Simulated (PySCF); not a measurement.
## Electronic absorption of BGeH6NO

BGeH6NO.
SMILES with atom numbers: `[NH2:1][BH:2][O:3][GeH3:4]` (hydrogens: H5, H6 on N1; H7 on B2; H8, H9, H10 on Ge4)

The calculation used TDDFT wB97X-D/def2-SVPD, vertical, gas phase, core orbitals frozen in the response (PySCF 2.14.0, density-fitted response routines). One conformer (not necessarily the lowest) at the PBE0-D3(BJ)/def2-SVP geometry, without solvent, vibrations or thermal averaging. The wB97X-D/def2-SVPD calculation is non-relativistic and has no spin–orbit coupling, an omission that weighs most on germanium. Torsions of this conformer, `[NH2:1][BH:2][O:3][GeH3:4]`: N1–B2–O3–Ge4 0°, H–N1–B2–O3 0°, H–N1–B2–O3 180°.

| state | E (eV) | λ (nm) | f | main configurations (H = HOMO, L = LUMO) |
| --- | --- | --- | --- | --- |
| S1 | 7.12 | 174.2 | 0.026 | H→L (52%), H→L+1 (32%) |
| S2 | 7.57 | 163.9 | 0.023 | H→L+1 (39%), H-2→L+1 (18%), H→L (18%) |
| S3 | 7.74 | 160.2 | 0.049 | H-1→L+1 (67%), H-1→L (12%), H-3→L+1 (10%) |
| S4 | 8.20 | 151.2 | 0.015 | H→L+2 (29%), H-2→L (24%), H→L (16%) |
| S5 | 8.21 | 151.0 | 0.043 | H-1→L (76%) |
| S6 | 8.27 | 150.0 | 0.018 | H→L+3 (80%) |
| S7 | 8.29 | 149.5 | 0.0070 | H-1→L+4 (61%), H-1→L+5 (28%) |
| S8 | 8.35 | 148.5 | 0.112 | H→L+4 (66%), H→L+5 (23%) |
| S9 | 8.48 | 146.2 | 0.0007 | H-2→L+1 (52%), H→L+2 (19%) |
| S10 | 8.78 | 141.2 | 0.030 | H-2→L (51%), H→L+2 (12%), H-2→L+3 (10%) |

Triplets (Tamm–Dancoff): T1 6.94 eV, H→L (43%), H→L+1 (35%); T2 7.08 eV, H→L+4 (54%), H→L+5 (36%); T3 7.31 eV, H→L+1 (26%), H-2→L+1 (21%), H→L (17%); T4 7.32 eV, H-1→L+1 (65%).

The lowest singlet lies at 7.12 eV (174 nm, vacuum ultraviolet) and is weak; its leading configuration is HOMO→LUMO (52%). The strongest level in the table is S8 at 8.35 eV (148 nm, f = 0.112). Löwdin shares by element: HOMO nitrogen 54%, oxygen 22%, boron 10%, hydrogen 5% or more; LUMO germanium 40%, boron 22%, hydrogen 16% or more (atoms not listed hold the other 22%). Of the 10 states listed, 8 reach f = 0.01 and none stays under 0.0005. Orbital energies (eV): HOMO-3 -11.63, HOMO-2 -11.22, HOMO-1 -10.43, HOMO -9.86, LUMO 1.62, LUMO+1 1.73, LUMO+2 2.59. Weighted by f, the mean energy of these states is 8.11 eV. No computed singlet lies in the visible range (380 to 750 nm); the lowest, at 174 nm, stands 3.86 eV above its violet end (3.26 eV). The vertical ionisation energy (ΔSCF) is 10.25 eV, 1.47 eV above S10. The window holds the lowest 10 singlets.
